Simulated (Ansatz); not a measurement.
Consider the substitution at a C–Si bond: `C[Si@H]1B[C@@H]1Br` + `O[SiH2]CS` → `CO[SiH2]CS` + `BrC1B[SiH2]1`.

Program: Ansatz. Geometries: PBE0-D4/def2-TZVP. ΔE: electronic, gas phase. CCSD(T)/CBS adds triple-zeta CCSD(T) − MP2 to the extrapolated MP2 energy (def2 sets, frozen cores). DFT in def2-TZVPP. B3LYP here is the variant with VWN-RPA as its local correlation; programs differ in this. For Br outer-core shells are correlated without core-valence functions, which leaves a few kJ/mol of doubt a bond. Scalar relativity is left out up to krypton. One conformer a species, not always the lowest.

```csv
level,ΔE (kcal/mol),difference from CCSD(T)/CBS
PBE-D4,23.9,-0.6
r2SCAN-D4,24.6,0.1
PBE0-D4,24.2,-0.3
B3LYP-D4,22.2,-2.3
ωB97X-V,22.7,-1.8
ωB97M-V,24.1,-0.4
B2PLYP,23.1,-1.4
PBE,23.8,-0.7
r2SCAN,24.6,0.1
PBE0,24.1,-0.4
B3LYP,22.0,-2.5
HF/def2-TZVPP,19.9,-4.6
MP2/def2-TZVPP,25.4,0.9
SCS-MP2/def2-TZVPP,23.4,-1.1
CCSD/def2-TZVPP,23.1,-1.4
CCSD(T)/def2-TZVPP,23.5,-1.0
HF/def2-QZVPP,19.8,-4.7
MP2/def2-QZVPP,26.0,1.5
SCS-MP2/def2-QZVPP,24.0,-0.5
HF/CBS(def2),19.8,-4.7
MP2/CBS(def2),26.4,1.9
CCSD/CBS(def2),24.1,-0.4
CCSD(T)/CBS,24.5,0
```

Largest T1 diagnostic among the species: 0.012.

In def2-TZVPP, CCSD(T) changes the Hartree–Fock value by +3.6 kcal/mol (the triples alone add +0.4 kcal/mol) and MP2 by +5.6 kcal/mol.
